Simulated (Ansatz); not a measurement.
Input for Ansatz (a first-principles code): U-CCSD(T)/cc-pVDZ on GeH2 (SMILES [GeH2]), a point of a bond scan (R = 2.799 Å). The run froze 14 orbitals, filled d shells among them.

Ansatz 0.2 input:
```yaml
crystal:
  periodic: [false, false, false]
  atoms:
    - {symbol: Ge, position_ang: [0.00662121, -0.00051204, 0.06580777]}
    - {symbol: H, position_ang: [-0.22063900, -1.97541840, -1.90441169]}
    - {symbol: H, position_ang: [-0.08863693, 1.14541518, -1.04581664]}
basis:
  gaussian:
    orbitals: cc-pVDZ
correlation: {method: ccsd_t, electrons: outside_noble_gas}
scf: {omitted_lower_state_checks: [cluster_reference]}
magnetization: {spin_polarized: true, initial_magnetization: 0}
```

Output:

```
WARN ansatz: RAYON_NUM_THREADS=1 ignored (pool sized by the plan → 1); use --threads N
Functional definition: HF
these checks for a lower state are left out or cut short: cluster_reference
integrals: 0.01 GiB planned
417 factors; integrals over basis functions are off by at most 8.8e-4 eV
mean field: 0.08 GiB planned
mean field evaluation 1: about -56498.8719 eV, gradient 8.2e0 eV
mean field evaluation 2: about -56498.8725 eV, gradient 8.2e0 eV
mean field evaluation 4: about -56499.8860 eV, gradient 6.8e-1 eV
mean field evaluation 8: about -56499.8955 eV, gradient 1.4e-4 eV
mean field evaluation 16: about -56499.8822 eV, gradient 3.5e-1 eV
mean field evaluation 32: about -56500.8657 eV, gradient 3.4e-1 eV
mean field evaluation 64: about -56500.4701 eV, gradient 3.2e0 eV
mean field evaluation 96: about -56500.0417 eV, gradient 4.0e0 eV
mean field evaluation 128: about -56500.6140 eV, gradient 2.1e0 eV
mean field -56500.86956200 eV, -2076.3686587385 hartree, gradient 1.6e-6 eV, S^2 0.828478; 14 other end points of the search recorded, 0 dependent functions left out
14 core orbitals not correlated
reference -56500.86956200 eV, -2076.3686587385 hartree; 3, 3 occupied and 20, 20 virtual orbitals, 417 factors
second order -1.74295766 eV of doubles, -0.00000000 eV of singles
coupled cluster: 0.05 GiB planned
cycle   1  -2.16155670 eV  change   -4.2e-1 eV  update   6.4e-2
cycle   2  -2.37754957 eV  change   -2.2e-1 eV  update   3.5e-2
cycle   3  -2.41435167 eV  change   -3.7e-2 eV  update   2.3e-2
cycle   4  -2.46338298 eV  change   -4.9e-2 eV  update   1.9e-2
cycle   5  -2.53925774 eV  change   -7.6e-2 eV  update   1.5e-2
cycle   6  -2.59271827 eV  change   -5.3e-2 eV  update   9.1e-3
cycle   7  -2.61553438 eV  change   -2.3e-2 eV  update   4.2e-3
cycle   8  -2.62227790 eV  change   -6.7e-3 eV  update   1.8e-3
cycle   9  -2.62263442 eV  change   -3.6e-4 eV  update   8.6e-4
cycle  10  -2.62297482 eV  change   -3.4e-4 eV  update   4.7e-4
cycle  11  -2.62324832 eV  change   -2.7e-4 eV  update   2.1e-4
cycle  12  -2.62296370 eV  change    2.8e-4 eV  update   1.0e-4
cycle  13  -2.62301063 eV  change   -4.7e-5 eV  update   3.5e-5
cycle  14  -2.62298924 eV  change    2.1e-5 eV  update   1.6e-5
cycle  15  -2.62300028 eV  change   -1.1e-5 eV  update   6.9e-6
cycle  16  -2.62299116 eV  change    9.1e-6 eV  update   3.3e-6
cycle  17  -2.62299042 eV  change    7.4e-7 eV  update   1.3e-6
coupled cluster: 0.05 GiB planned
perturbative correction -0.11441919 eV, -0.0042048278 hartree
Total energy: -56503.60697161 eV, -2076.4692566862 hartree
Checks for a lower state left out: cluster_reference
```

Self-consistency was reached. Its determinant has ⟨S²⟩ = 0.83, a mixture of spin states.

Cost: very roughly 4 core-seconds.
